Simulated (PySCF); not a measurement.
**CsBe: frontier orbitals**

PBE0 at R = 3.802 Å; Cs def2-SVP with ECP46, Be def2-SVP; scalar-relativistic core potentials (PySCF 2.14). State: doublet, unpaired electrons π ↑, a second solution, started from another occupation. Only the outer orbitals are listed, counted within each symmetry, core potentials removing the inner ones.

| spin | orbital | occ. | ε (eV) | on Cs (%) | main shells (%) |
| --- | --- | --- | --- | --- | --- |
| α | 2σ | 1 | -30.31 | 100 | 100 Cs s |
| α | 1π | 1 | -15.91 | 100 | 100 Cs p |
| α | 1π | 1 | -15.86 | 100 | 100 Cs p |
| α | 3σ | 1 | -15.77 | 100 | 100 Cs p |
| α | 4σ | 1 | -5.18 | 8 | 92 Be s |
| α | 2π | 1 | -1.88 | 38 | 62 Be p, 22 Cs p, 16 Cs d |
| α | 5σ | 0 | -1.72 | 93 | 87 Cs s |
| α | 2π | 0 | -0.54 | 71 | 68 Cs p, 29 Be p |
| α | 3π | 0 | -0.40 | 94 | 71 Cs p, 23 Cs d |
| β | 2σ | 1 | -30.30 | 100 | 100 Cs s |
| β | 1π | 1 | -15.90 | 100 | 100 Cs p |
| β | 1π | 1 | -15.83 | 100 | 100 Cs p |
| β | 3σ | 1 | -15.76 | 100 | 100 Cs p |
| β | 4σ | 1 | -4.59 | 11 | 88 Be s |
| β | 5σ | 0 | -1.61 | 94 | 86 Cs s, 9 Cs p |
| β | 2π | 0 | -0.35 | 74 | 73 Cs p, 26 Be p |
| β | 2π | 0 | -0.22 | 94 | 92 Cs p |

Which are the highest filled and the lowest empty level, where do they sit, and how wide is the gap?

Highest filled α 2π at -1.88 eV (in %: 62 Be p, 22 Cs p, 16 Cs d); lowest empty α 5σ at -1.72 eV (in %: 87 Cs s); the gap at PBE0 is 0.16 eV.

```json
{"bond order (Mayer)": "0.82", "⟨S²⟩": "0.752", "charge on Cs (Mulliken, basis-dependent)": "0.43", "charge on Cs (Löwdin, basis-dependent)": "0.20", "dipole moment (positive dipole means Cs(−)Be(+))": "-11.07 D"}
```

Spin–orbit coupling is left out.
